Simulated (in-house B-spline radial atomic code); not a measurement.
Radial electron density of neutral gallium, [Ar] 3d10 4s2 4p1. Method: scalar-relativistic (X2C) PW91, spin-polarised, spherical fractional occupations, Fermi nucleus of rms radius 3.9973 fm. Calculated with an all-electron radial atomic-structure program (B-spline basis).

One-electron X2C: radii and densities carry no picture-change correction, so inner-shell <1/r> comes out high (for 1s by about 2 % at Z = 33, 5 % at 54, 10 % at 75, 30 % at 118) and <r> low.

Columns: r (bohr), 4πr²n(r) (electrons per bohr), bar.

```
 0.00183    1.092 #
 0.00226    1.571 ##
 0.00278    2.233 ##
 0.00343     3.17 ###
 0.00422     4.44 ####
 0.00521    6.188 ######
 0.00641    8.468 #########
  0.0079    11.43 ###########
 0.00974    15.14 ###############
   0.012    19.53 ####################
  0.0148    24.47 #########################
  0.0182    29.44 ##############################
  0.0225    33.99 ##################################
  0.0277    37.07 #####################################
  0.0341    38.05 ######################################
   0.042    36.67 #####################################
  0.0518    33.67 ##################################
  0.0638    30.92 ###############################
  0.0786     30.7 ###############################
  0.0968    34.18 ##################################
   0.119    39.85 ########################################
   0.147    43.77 ############################################
   0.181    41.73 ##########################################
   0.223    33.71 ##################################
   0.275    24.76 #########################
   0.339    21.02 #####################
   0.418    23.37 #######################
   0.515    26.51 ###########################
   0.634    25.07 #########################
   0.781    18.88 ###################
   0.963    11.59 ############
    1.19    6.245 ######
    1.46    3.515 ####
     1.8    2.255 ##
    2.22    1.585 ##
    2.73    1.068 #
    3.37   0.6208 #
    4.15    0.306 
    5.12    0.126 
     6.3  0.04447 
    7.77  0.01322 
    9.57 0.002985 
    11.8 0.0003762
```

On this grid the curve has 3 maxima, near 0.0341, 0.147, 0.515 bohr.

The 4p up radial function P(r) = rR(r), positive near the nucleus:

```
r (bohr)          P
 0.00343  0.0008218
 0.00521    0.00176
  0.0079   0.003737
   0.012   0.007844
  0.0182    0.01598
  0.0277    0.03129
   0.042    0.05664
  0.0638    0.09142
  0.0968     0.1212
   0.147     0.1099
   0.223    0.01631
   0.339    -0.1363
   0.515    -0.2075
   0.781   -0.06739
    1.19     0.2283
     1.8     0.4871
    2.73     0.5643
    4.15     0.4194
     6.3     0.1961
    9.57    0.05429
```
